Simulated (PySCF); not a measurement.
C3H6BNO, SMILES C#CB(N)OC. Geometry: PBE-D3(BJ)/def2-SVP. This is a generated structure with no PubChem entry under its InChIKey; it may be hypothetical. Other conformers were not sampled.

Computed equilibrium geometry at PBE-D3(BJ)/def2-SVP (PySCF confirms it by a frequency run) as a Z-matrix, and its point group (one conformer of several):
point group Cs.
```
B
O 1 1.3770
C 2 1.4123 1 123.87
H 3 1.1113 2 112.32 1 0.00
H 3 1.1113 4 108.59 2 121.47
H 3 1.1113 4 108.59 5 117.06
N 1 1.4134 2 117.96 3 180.00
H 7 1.0170 1 122.83 2 -180.00
H 7 1.0196 8 115.19 1 -180.00
C 1 1.5508 2 122.37 3 0.00
C 10 1.2288 4 103.94 3 -180.00
H 11 1.0819 4 127.20 3 -180.00
```
